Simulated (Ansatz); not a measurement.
```xyz
7

O    -1.764    0.487    0.290
B    -0.429    0.436    0.220
S     1.006    1.429    0.406
C     0.845   -0.351   -0.113
F     1.167   -0.620   -1.412
H    -2.195   -0.342    0.063
H     1.369   -1.038    0.546
```

Charge 0, multiplicity 1.

(1) List the CAM-B3LYP/def2-TZVPP orbital energies in eV (Ansatz 0.2.0). (Best estimate.)

Results:

(1) The calculation gave: Occupied: -2420.00, -673.71, -523.86, -281.69, -218.05, -187.33, -162.62, -162.52, -162.47, -35.30, -31.18, -24.51, -19.41, -18.02, -16.25, -15.98, -14.54, -13.75, -12.89, -12.74, -10.57, -9.40, -9.20. Lowest empty: 0.58, 0.70, 1.71, 2.56, 3.25, 3.72, 4.14, 4.42.
